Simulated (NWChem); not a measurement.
System: CH₂ClFO₂Si; SMILES O=C(O)[Si@H](F)Cl

The following NWChem deck was run.

```
start job
memory heap 200 mb stack 900 mb global 1100 mb
geometry units angstroms noautosym nocenter noautoz
  O      0.282182    -1.797801    -1.294421
  C      0.098400    -1.402545    -0.166386
  O      0.387263    -2.130676     0.939356
  Si    -0.610499     0.322148     0.285437
  F     -1.407414     0.841977    -1.002593
  Cl     0.968767     1.581650     0.667953
  H      0.767171    -2.982073     0.636426
  H     -1.513922     0.302984     1.450597
end
basis spherical
  * library def2-svp
end
dft
  xc b3lyp
  iterations 150
end
cosmo
  do_cosmo_smd true
  solvent hexane
end
task dft energy
```

Output (shortened):

```
             Northwest Computational Chemistry Package (NWChem) 7.3.0
             --------------------------------------------------------

                             Geometry "geometry" -> ""
                             -------------------------

 Output coordinates in angstroms (scale by  1.889725989 to convert to a.u.)

  No.       Tag          Charge          X              Y              Z
 ---- ---------------- ---------- -------------- -------------- --------------
    1 O                    8.0000     0.28218200    -1.79780100    -1.29442100
    2 C                    6.0000     0.09840000    -1.40254500    -0.16638600
    3 O                    8.0000     0.38726300    -2.13067600     0.93935600
    4 Si                  14.0000    -0.61049900     0.32214800     0.28543700
    5 F                    9.0000    -1.40741400     0.84197700    -1.00259300
    6 Cl                  17.0000     0.96876700     1.58165000     0.66795300
    7 H                    1.0000     0.76717100    -2.98207300     0.63642600
    8 H                    1.0000    -1.51392200     0.30298400     1.45059700

 Effective nuclear repulsion energy (a.u.)     363.1351996884

                                 NWChem DFT Module
                                 -----------------

 Summary of "ao basis" -> "ao basis" (spherical)
 ------------------------------------------------------------------------------
       Tag                 Description            Shells   Functions and Types
 ---------------- ------------------------------  ------  ---------------------
 O                          def2-svp                 6       14   3s2p1d
 C                          def2-svp                 6       14   3s2p1d
 Si                         def2-svp                 8       18   4s3p1d
 F                          def2-svp                 6       14   3s2p1d
 Cl                         def2-svp                 8       18   4s3p1d
 H                          def2-svp                 3        5   2s1p

 in cosmo_initialize ...
 calling solv_data for solv:hexane

 solvent parameters
 solvname_short: hexane
 solvname_long:  n-hexane
 dielec:        1.8819
 dielecinf:     1.8903
 nonaqueous SMD model solvent descriptors
 dielec:        1.8819
 sola:          0.0000
 solb:          0.0000
 solc:          0.0000
 solg:         25.7500
 solh:          0.0000
 soln:          1.3749

[...]

                                COSMO-SMD solvation results
                                ---------------------------

             internal energy in gas <Psi(g)|H|Psi(g)> =     -1038.981549295167
         internal energy in solvent <Psi(s)|H|Psi(s)> =     -1038.981409817484
                               delta internal energy  =         0.000139477683 (    0.09 kcal/mol)
   total free energy in solvent <Psi(s)|H+V/2|Psi(s)> =     -1038.984642325201
 polarization energy contribution <Psi(s)|V/2|Psi(s)> =        -0.003232507717 (   -2.03 kcal/mol)
    total free energy in solvent including G(SMD-CDS) =     -1038.987120375877
                       G(SMD-CDS) energy contribution =        -0.002478050676 (   -1.56 kcal/mol)
     1 M fixed-concentration free energy of solvation =        -0.005571080710 (   -3.50 kcal/mol)

                       DFT Final Molecular Orbital Analysis
                       ------------------------------------

 Vector   30  Occ=2.000000D+00  E=-3.446416D-01
              MO Center=  4.0D-01, -1.0D+00,  1.0D-01, r^2= 4.3D+00
   Bfn.  Coefficient  Atom+Function         Bfn.  Coefficient  Atom+Function
  ----- ------------  ---------------      ----- ------------  ---------------
    32     -0.370601  3 O  px                 4      0.355978  1 O  px
    87     -0.294895  6 Cl pz                35     -0.282603  3 O  px
     7      0.249054  1 O  px                84     -0.223318  6 Cl pz
    33     -0.148087  3 O  py                81     -0.129523  6 Cl pz
    36     -0.120703  3 O  py                85      0.109083  6 Cl px

 Vector   31  Occ=2.000000D+00  E=-3.403481D-01
              MO Center=  6.0D-01,  2.6D-01,  3.6D-01, r^2= 4.6D+00
   Bfn.  Coefficient  Atom+Function         Bfn.  Coefficient  Atom+Function
  ----- ------------  ---------------      ----- ------------  ---------------
    87      0.452458  6 Cl pz                84      0.340840  6 Cl pz
    32     -0.233357  3 O  px                81      0.197541  6 Cl pz
    85     -0.194255  6 Cl px                 5      0.192038  1 O  py
     4      0.179992  1 O  px                35     -0.179479  3 O  px
    82     -0.148715  6 Cl px                 7      0.130985  1 O  px

 Vector   32  Occ=2.000000D+00  E=-2.869898D-01
              MO Center=  1.6D-01, -1.3D+00, -5.3D-01, r^2= 3.0D+00
   Bfn.  Coefficient  Atom+Function         Bfn.  Coefficient  Atom+Function
  ----- ------------  ---------------      ----- ------------  ---------------
     5      0.457423  1 O  py                 8      0.331161  1 O  py
    34     -0.204317  3 O  pz                 4     -0.199140  1 O  px
    17     -0.183690  2 C  s                 31      0.180147  3 O  s
    86     -0.166622  6 Cl py                51      0.156957  4 Si py
    37     -0.154466  3 O  pz                45     -0.154967  4 Si s

 Vector   33  Occ=0.000000D+00  E=-4.885528D-02
              MO Center= -3.3D-02, -1.0D+00, -1.7D-01, r^2= 2.8D+00
   Bfn.  Coefficient  Atom+Function         Bfn.  Coefficient  Atom+Function
  ----- ------------  ---------------      ----- ------------  ---------------
    18      0.405841  2 C  px                53      0.371675  4 Si px
    21      0.346129  2 C  px                 4     -0.331076  1 O  px
     7     -0.331468  1 O  px                86      0.215575  6 Cl py
    32     -0.212782  3 O  px                35     -0.212620  3 O  px
    78     -0.203077  6 Cl s                 54      0.201221  4 Si py

[...]
```

Level: B3LYP/def2-SVP, SMD on the gas-phase geometry. Geometry: optimised at B3LYP/6-31G* (spherical d). B3LYP is NWChem's, with the RPA form of VWN correlation. Solvent: n-hexane.
